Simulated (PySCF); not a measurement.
SMILES O=C(O)C[SiH2]B(O)O (C₂H₇BO₄Si), GFN2-xTB optimised geometry.

```
15

O      2.14    -1.45    -0.27
C      1.15    -2.15    -0.20
O      0.99    -3.20    -1.01
C      0.01    -1.91     0.69
Si    -0.95    -0.36     0.00
B      0.22     1.24     0.00
O      1.57     1.24     0.00
O     -0.40     2.44     0.00
H      1.74    -3.28    -1.62
H     -0.63    -2.78     0.73
H      0.36    -1.67     1.69
H     -1.46    -0.81    -1.31
H     -2.14    -0.32     0.87
H      2.02     0.38    -0.03
H      0.19     3.20     0.00
```

Density from PBE0/def2-TZVP run with PySCF at that geometry.

Minimum of the electron density along straight lines between bonded atoms, close to the bond critical point (lines longer than 1.1 times the sum of covalent radii, or with two minima, are not listed):

```json
[
 {"bond": "O1–C2", "length / Å": "1.217", "ρ at the minimum / e bohr⁻³": "0.420", "∇²ρ there / e bohr⁻⁵": "-0.32", "position (fraction from the first atom)": "0.66"},
 {"bond": "C2–O3", "length / Å": "1.338", "ρ at the minimum / e bohr⁻³": "0.313", "∇²ρ there / e bohr⁻⁵": "-0.65", "position (fraction from the first atom)": "0.34"},
 {"bond": "C2–C4", "length / Å": "1.467", "ρ at the minimum / e bohr⁻³": "0.279", "∇²ρ there / e bohr⁻⁵": "-0.77", "position (fraction from the first atom)": "0.54"},
 {"bond": "C4–Si5", "length / Å": "1.952", "ρ at the minimum / e bohr⁻³": "0.102", "∇²ρ there / e bohr⁻⁵": "0.14", "position (fraction from the first atom)": "0.61"},
 {"bond": "Si5–B6", "length / Å": "1.983", "ρ at the minimum / e bohr⁻³": "0.119", "∇²ρ there / e bohr⁻⁵": "-0.05", "position (fraction from the first atom)": "0.39"},
 {"bond": "B6–O7", "length / Å": "1.349", "ρ at the minimum / e bohr⁻³": "0.216", "∇²ρ there / e bohr⁻⁵": "1.01", "position (fraction from the first atom)": "0.33"},
 {"bond": "B6–O8", "length / Å": "1.356", "ρ at the minimum / e bohr⁻³": "0.212", "∇²ρ there / e bohr⁻⁵": "0.96", "position (fraction from the first atom)": "0.33"},
 {"bond": "O3–H9", "length / Å": "0.970", "ρ at the minimum / e bohr⁻³": "0.352", "∇²ρ there / e bohr⁻⁵": "-2.43", "position (fraction from the first atom)": "0.81"},
 {"bond": "C4–H10", "length / Å": "1.084", "ρ at the minimum / e bohr⁻³": "0.280", "∇²ρ there / e bohr⁻⁵": "-0.96", "position (fraction from the first atom)": "0.64"},
 {"bond": "C4–H11", "length / Å": "1.087", "ρ at the minimum / e bohr⁻³": "0.276", "∇²ρ there / e bohr⁻⁵": "-0.94", "position (fraction from the first atom)": "0.64"},
 {"bond": "Si5–H12", "length / Å": "1.476", "ρ at the minimum / e bohr⁻³": "0.121", "∇²ρ there / e bohr⁻⁵": "0.19", "position (fraction from the first atom)": "0.49"},
 {"bond": "Si5–H13", "length / Å": "1.472", "ρ at the minimum / e bohr⁻³": "0.122", "∇²ρ there / e bohr⁻⁵": "0.18", "position (fraction from the first atom)": "0.49"},
 {"bond": "O7–H14", "length / Å": "0.968", "ρ at the minimum / e bohr⁻³": "0.346", "∇²ρ there / e bohr⁻⁵": "-2.44", "position (fraction from the first atom)": "0.82"},
 {"bond": "O8–H15", "length / Å": "0.961", "ρ at the minimum / e bohr⁻³": "0.359", "∇²ρ there / e bohr⁻⁵": "-2.47", "position (fraction from the first atom)": "0.81"}
]
```
